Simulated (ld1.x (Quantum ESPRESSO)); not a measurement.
# Cutoff test, cobalt (Co), PAW

* Element: Co (Z = 27)
* Generator: ld1.x (Quantum ESPRESSO) 7.5
* Type: PAW
* Functional: PBEsol
* Relativity: scalar-relativistic
* Frozen core: [Ne] 3s2
* Valence charge: 15
* Reference configuration: 3p6 3d7 4s2 4p0
* Partial waves: 4s (bound): rcut 1.55, rcutus 1.90 bohr; 4s channel at 1.9 Ry: rcut 1.55, rcutus 1.90 bohr; 3p (bound): rcut 1.15, rcutus 1.40 bohr; 4p (bound, empty): rcut 1.15, rcutus 1.40 bohr; 3d (bound): rcut 1.05, rcutus 1.45 bohr; 3d channel at 3.4 Ry: rcut 1.05, rcutus 1.45 bohr
* Local potential: all-electron potential smoothed inside 1.85 bohr (lloc = -2)
* Core correction: a·sin(br)/r model core inside 0.85 bohr
* Augmentation charge: BESSEL, radius 0.95 bohr

The pseudo-atom Hamiltonian at the reference potential is diagonalised in spherical Bessel functions j_l(qr) that vanish at 20 bohr, with q² up to the cutoff. All-electron valence levels (Ry): 4s -0.4034, 3p -4.8149, 4p -0.0917, 3d -0.6049.

How do the lowest levels (Ry) of each channel move with the cutoff, and are there ghosts?

| cutoff (Ry) | s #1 | p #1 | p #2 | d #1 | d #2 | f #1 | Σ f·Δε (mRy) |
| --- | --- | --- | --- | --- | --- | --- | --- |
| 8 | -0.4012 | -3.1235 | -0.0266 | 0.0593 | 0.1299 | 0.1126 | 14803.7 |
| 12 | -0.4035 | -4.0435 | -0.0439 | 0.0001 | 0.0722 | 0.1126 | 8864.2 |
| 18 | -0.4036 | -4.5820 | -0.0570 | -0.3345 | 0.0646 | 0.1126 | 3291.0 |
| 25 | -0.4037 | -4.7588 | -0.0641 | -0.4989 | 0.0640 | 0.1126 | 1079.9 |
| 35 | -0.4037 | -4.8085 | -0.0708 | -0.5866 | 0.0637 | 0.1126 | 167.1 |
| 40 | -0.4037 | -4.8123 | -0.0736 | -0.5987 | 0.0637 | 0.1126 | 59.7 |
| 50 | -0.4037 | -4.8141 | -0.0832 | -0.6041 | 0.0636 | 0.1126 | 11.4 |
| 60 | -0.4037 | -4.8143 | -0.0896 | -0.6044 | 0.0636 | 0.1126 | 8.4 |
| 80 | -0.4037 | -4.8149 | -0.0915 | -0.6048 | 0.0636 | 0.1126 | 1.7 |
| 100 | -0.4037 | -4.8149 | -0.0917 | -0.6049 | 0.0636 | 0.1126 | 0.9 |
| 120 | -0.4037 | -4.8149 | -0.0917 | -0.6049 | 0.0636 | 0.1126 | 0.3 |
| 400 | -0.4037 | -4.8149 | -0.0918 | -0.6050 | 0.0636 | 0.1126 | 0.0 |

Result: no extra level below or beside the all-electron valence levels (s, p, d, f tested); 10 mRy is reached at 55 Ry and 1 mRy at 100 Ry.

Test run stopped at test 5 of 7 (negative rho), 2 before it not solved.
